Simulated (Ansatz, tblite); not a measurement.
Removing an electron: Ge(OEt)H3 (C₂H₈GeO). Total charge 0; singlet. Geometry: r2SCAN-D4/def2-SVP. Ansatz, gas phase; energy differences of separate SCF runs; the oxidised species was run as a doublet alone.

```
atom    x (Å)    y (Å)    z (Å)
 Ge1  -1.2054  -0.0890   1.7648
  O2   0.1996   0.1927   0.6991
  C3   0.0792  -0.1084  -0.6792
  C4   1.3846   0.2332  -1.3651
  H5  -0.1580  -1.1837  -0.8300
  H6  -0.7523   0.4677  -1.1397
  H7   1.3330   0.0116  -2.4424
  H8   1.6140   1.3020  -1.2354
  H9   2.2091  -0.3481  -0.9246
 H10  -0.7266   0.3351   3.1537
 H11  -1.5871  -1.5816   1.7197
 H12  -2.3902   0.7685   1.2790
```

The xTB rows come from tblite.

(1) Estimate orbital energies and vertical ionisation energies at: GFN1-xTB; GFN2-xTB; PBE-D4/def2-TZVP; r2SCAN-D4/def2-TZVP; PBE0-D4/def2-TZVP.

Results:

(1) 
```json
{"level": "GFN1-xTB", "−HOMO (eV)": "12.34", "vertical IE (eV)": "15.23", "−LUMO (eV)": "6.35", "HOMO–LUMO gap (eV)": "5.99"}
{"level": "GFN2-xTB", "−HOMO (eV)": "11.23", "vertical IE (eV)": "14.11", "−LUMO (eV)": "3.66", "HOMO–LUMO gap (eV)": "7.57"}
{"level": "PBE-D4/def2-TZVP", "−HOMO (eV)": "6.15", "vertical IE (eV)": "9.51", "−LUMO (eV)": "0.53", "HOMO–LUMO gap (eV)": "5.62"}
{"level": "r2SCAN-D4/def2-TZVP", "−HOMO (eV)": "6.47", "vertical IE (eV)": "9.62", "−LUMO (eV)": "0.16", "HOMO–LUMO gap (eV)": "6.31"}
{"level": "PBE0-D4/def2-TZVP", "−HOMO (eV)": "7.68", "vertical IE (eV)": "9.78", "−LUMO (eV)": "-0.34", "HOMO–LUMO gap (eV)": "8.03"}
```

Relaxing the oxidised species (r2SCAN-D4/def2-SVP) changes its energy by -0.37 eV at PBE-D4/def2-TZVP, so the adiabatic ionisation energy to this nearest minimum is 9.14 eV. At PBE0-D4/def2-TZVP it is 9.36 eV.   Raw xTB energy differences between charge states are shifted by several eV; the methods need an empirical correction for them.
